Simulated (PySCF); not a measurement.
A structure optimised at ωB97X-D3(BJ)/def2-TZVP, used in a PySCF frequency run:

```xyz
3

O      0.0000    -1.3340     0.5929
Se     0.0000     0.0000    -0.2790
O      0.0000     1.3340     0.5929
```

Write its SMILES, formula and point group.

O=[Se]=O, O2Se, C2v

What are its rotational constants (standard atomic weights)?

29.193, 8.8749, 6.8059 GHz
